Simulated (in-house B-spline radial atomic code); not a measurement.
Atomic self-consistent-field run: the argon ion Ar²⁺. Method: non-relativistic LDA VWN5, spherical fractional occupations, point nucleus, inside a hard spherical wall at 3.01 bohr. Calculated with an all-electron radial atomic-structure program (B-spline basis).

Command:
```bash
python run_scf.py task.json out
```
Settings:
```
Z                18
configuration    [He] 2s2 2p5 3s2 3p4 3d1
hamiltonian      nr
method           lda,vwn
spin_polarised   False
wall_radius      3.01
```

Output (hartree, bohr):
```
 radial grid: 38 intervals, B-splines of order 8, outer radius 3.01 bohr

 iter        energy (Eh)    residual
    1        -511.675361    2.70e-01
    2        -513.887011    1.38e-01
    3        -514.445330    3.61e-02
    4        -514.486308    9.30e-03
    5        -514.488715    4.53e-03
    6        -514.489407    4.11e-05
    7        -514.489407    7.60e-06
    8        -514.489407    2.83e-07
    9        -514.489407    1.69e-09

 total energy                      -514.48941
 kinetic                             515.7282
 electron-nucleus                  -1206.4220
 Hartree                             203.5805
 exchange-correlation                -27.3761

 orbital      occ     eigenvalue          <r>       <r^2>       <1/r>     <1/r^2>     <1/r^3>       r_max
 1s         2.000      -116.4049    0.0863621   0.0100164     17.5086     618.581           -     0.05667
 2s         2.000       -12.6769     0.409581    0.198577     3.58931     53.1661           -      0.3374
 2p         5.000       -10.4312     0.366936    0.166522     3.52445     17.2097     131.623      0.2761
 3s         2.000        -1.8800      1.24953     1.77037     1.10887     7.53629           -       1.108
 3p         4.000        -1.3084      1.30382       1.937     1.02867     2.33669     15.7039       1.154
 3d         1.000        -0.4204      1.36454     2.12437    0.872877     0.96053     1.43332       1.199
```

Cost of the run: 0.02 s on 1 thread of Arm Neoverse V2 (shared host).
